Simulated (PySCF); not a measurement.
## From HF to CCSD(T): MSe along the alkali metals

HF and CCSD(T) in PySCF with def2-TZVPP on every atom (core potentials on Rb, Cs), for the lowest determinant that a PBE0 search found; no spin–orbit coupling.

| molecule | state (unpaired electrons) | HF Re (Å) | HF ωe (cm⁻¹) | HF De (eV) | CCSD(T) Re (Å) | CCSD(T) ωe (cm⁻¹) | CCSD(T) De (eV) |
| --- | --- | --- | --- | --- | --- | --- | --- |
| NaSe | doublet (π ↑) | 2.639 | 269 | 1.42 | 2.610 | 268 | 2.30 |
| KSe | doublet (π ↑) | 3.041 | 190 | 1.53 | ? | ? | ? |
| RbSe | doublet (π ↑) | 3.208 | 144 | 1.50 | 3.140 | 150 | 2.28 |
| CsSe | doublet (π ↑) | 3.331 | 125 | 1.64 | 3.258 | 130 | 2.40 |

Question: Estimate the CCSD(T) values of KSe by adding the mean shift from HF to CCSD(T) of the other rows, and compare with the calculation.

Answer: The mean shifts are -5.7 pm, +3 cm⁻¹ and +0.81 eV, which give 2.984 Å, 193 cm⁻¹ and 2.34 eV. CCSD(T)/def2-TZVPP gives Re = 2.992 Å, ωe = 197 cm⁻¹, De = 2.33 eV.

Question: What are the mean differences of HF from CCSD(T) over the whole series?

Answer: Re +5.5 pm, ωe -4 cm⁻¹, De -0.80 eV.

In a basis of this size CCSD(T) is itself not converged; it tends to give bonds that are too long and too weak.

Correlated steps freeze the inner cores (9 to 14 orbitals); shallow outer-core shells are correlated. Spin–orbit coupling is left out, which matters for elements this heavy, above all for dissociation energies. States were picked by a PBE0 search and need not be the measured ground states.
